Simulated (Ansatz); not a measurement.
`[F][Sb]([F])[SiH3]`. The species carries charge 0 and has multiplicity 1. Sb: def2 effective core potential. The structure was optimised at the PBE0-D4/def2-TZVP level.

```xyz
7

F    -1.220   -0.436    2.058
Sb   -1.062   -1.301    0.359
F    -2.366   -0.210   -0.517
Si    0.891    0.274   -0.373
H     1.136    0.099   -1.829
H     2.122   -0.098    0.375
H     0.499    1.673   -0.073
```

**Question.** What is the dipole moment at r2SCAN/def2-TZVPP? (An estimate is asked.)

**Answer.** Ansatz gave: 3.05 D, with components (2.07, -1.96, -1.09) D in this frame, pointing from negative to positive charge.

**Question.** And with PBE, B3LYP, ωB97M-V? (Estimate.)

**Answer.** The calculation gave: PBE 2.93 D, B3LYP 3.22 D, ωB97M-V 3.23 D.

**Question.** Give the Mulliken charges with r2SCAN, B3LYP, ωB97M-V in def2-TZVPP. (Estimate.)

**Answer.** The calculation gave: 
| atom | r2SCAN | B3LYP | ωB97M-V |
| --- | --- | --- | --- |
| F1 | -0.45 | -0.47 | -0.46 |
| Sb2 | 0.93 | 0.96 | 0.90 |
| F3 | -0.45 | -0.47 | -0.46 |
| Si4 | 0.12 | 0.10 | 0.03 |
| H5 | -0.05 | -0.05 | -0.01 |
| H6 | -0.05 | -0.05 | -0.01 |
| H7 | -0.04 | -0.03 | 0.01 |

B3LYP here is the variant with VWN-RPA as its local correlation; programs differ in this.
